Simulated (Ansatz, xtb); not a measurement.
**Relative energy of two isomers of C7H6F2**

Structure X is `CC1=C(F)[C@H]2[C@@H]3[C@H]2[C@]13F`, a singlet and structure Y is `FC1=C[C@@]2(F)[C@H]3[C@@H]1C[C@H]32`, a singlet. Both are isolated molecules in the gas phase, relaxed with B3LYP/def2-SVP.

Quicker runs give these differences E(Y) − E(X): GFN2-xTB −0.720 eV; HF/STO-3G −1.060 eV (at GFN2-xTB geometries); r2SCAN-D4/def2-SVP −0.491 eV (at GFN2-xTB geometries).

Problem. Estimate E(Y) − E(X) at the level CCSD(T)/def2-SVP + ΔMP2/def2-TZVPP.

Solution. Calculated at CCSD(T)/def2-SVP + ΔMP2/def2-TZVPP: E(Y) − E(X) = −0.657 eV, so structure Y lies lower.

The same difference at several levels:

| level | geometry | E(Y) − E(X) (eV) | departure from the last row (eV) | job, with rough time for the two |
| --- | --- | --- | --- | --- |
| GFN2-xTB | GFN2-xTB | −0.720 | −0.063 | optimisation, 0.16 s |
| HF/STO-3G | GFN2-xTB | −1.060 | −0.403 | single point, 0.48 s |
| r2SCAN-D4/def2-SVP | GFN2-xTB | −0.491 | +0.166 | single point, 4.9 s |
| B3LYP/def2-SVP | B3LYP/def2-SVP | −0.508 | +0.149 | optimisation, 37 s |
| HF/def2-SVP | B3LYP/def2-SVP | −0.537 | +0.120 | part of the CCSD(T) run |
| MP2/def2-SVP | B3LYP/def2-SVP | −0.574 | +0.083 | part of the CCSD(T) run |
| CCSD(T)/def2-SVP | B3LYP/def2-SVP | −0.607 | +0.050 | single point |
| CCSD(T)/def2-SVP + ΔMP2/def2-TZVPP | B3LYP/def2-SVP | −0.657 |  | single point, 2.6 min |

As drawn, both hold the same kinds of bond in the same numbers. Structure X has 1 methyl group, Y 0. Structure X has 2 3-membered rings and 2 5-membered rings, Y a 3-membered ring and a 4-membered ring and a 5-membered ring.

The levels shown agree on the order. The largest departure from CCSD(T)/def2-SVP + ΔMP2/def2-TZVPP is that of HF/STO-3G, 0.403 eV. The last row adds to CCSD(T) the change of the MP2 difference between the two basis sets, here −0.050 eV.

With thermal terms from frequencies at re-optimised GFN2-xTB minima (ideal gas, soft modes damped towards free rotors, one conformer each, 298.15 K, 1 atm): on the last row, ΔE + ΔZPE = −0.592, ΔH = −0.625, ΔG = −0.551 eV.

The correlated steps freeze 9 core orbitals. Programs: Ansatz 0.2.0, xtb 6.7.1; the last row on 4 threads of Arm Neoverse V1 on a shared host.
